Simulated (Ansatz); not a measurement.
Ansatz (an electronic-structure program) input (PBE/def2-TZVPD):

Ansatz 0.2 input:
```yaml
crystal:
  periodic: [false, false, false]
  atoms:
    - {symbol: Si, position_ang: [-0.18460834, -0.02616947, -0.03116965]}
    - {symbol: F, position_ang: [-0.22309902, -1.07184191, -1.17353988]}
    - {symbol: F, position_ang: [-0.72073411, -0.54093467, 1.32806104]}
    - {symbol: F, position_ang: [-0.69601402, 1.38031729, -0.43139632]}
    - {symbol: N, position_ang: [1.62224615, 0.22996423, 0.27390337]}
    - {symbol: H, position_ang: [2.09039374, -0.64005237, 0.55167141]}
    - {symbol: H, position_ang: [2.10604464, 0.57633926, -0.56228410]}
    - {symbol: H, position_ang: [1.79097968, 0.91246963, 1.02154066]}
basis:
  gaussian:
    orbitals: def2-TZVPD
hamiltonian:
  xc: {name: PBE}
total_charge: 1
output: {forces: true}
```

Output:

```
Functional definition: PBE
integrals: 0.16 GiB planned
1198 factors; their error is unknown
mean field: 1.10 GiB planned
mean field evaluation 1: about -17537.4084 eV, gradient 1.2e2 eV
mean field evaluation 2: about -17493.1387 eV, gradient 2.1e2 eV
mean field evaluation 4: about -17556.7818 eV, gradient 1.3e1 eV
mean field evaluation 8: about -17557.0604 eV, gradient 3.1e-1 eV
mean field evaluation 16: about -17557.0605 eV, gradient 3.9e-5 eV
mean field -17557.06048087 eV, -645.2100720690 hartree, gradient 3.9e-5 eV, S^2 0.000000; 0 other end points of the search recorded, 0 dependent functions left out
the calculation of the forces begins
reference -17557.06053924 eV, -645.2100742140 hartree; 25, 25 occupied and 202, 202 virtual orbitals, 1198 factors
Total energy: -17557.06053924 eV, -645.2100742140 hartree
Atom 0 at    -0.184608    -0.026169    -0.031170 Å, force     0.157939     0.022469     0.026754 eV/Å
Atom 1 at    -0.223099    -1.071842    -1.173540 Å, force    -0.009257    -0.396310    -0.432884 eV/Å
Atom 2 at    -0.720734    -0.540935     1.328061 Å, force    -0.198220    -0.194704     0.516986 eV/Å
Atom 3 at    -0.696014     1.380317    -0.431396 Å, force    -0.188834     0.534785    -0.151070 eV/Å
Atom 4 at     1.622246     0.229964     0.273903 Å, force    -0.098982    -0.014059    -0.016742 eV/Å
Atom 5 at     2.090394    -0.640052     0.551671 Å, force     0.140109    -0.253789     0.081738 eV/Å
Atom 6 at     2.106045     0.576339    -0.562284 Å, force     0.144682     0.101699    -0.243813 eV/Å
Atom 7 at     1.790980     0.912470     1.021541 Å, force     0.052563     0.199909     0.219031 eV/Å
Dipole moment:     1.365136     0.193518     0.230493 e Å
```

It need not be the lowest isomer of its formula.
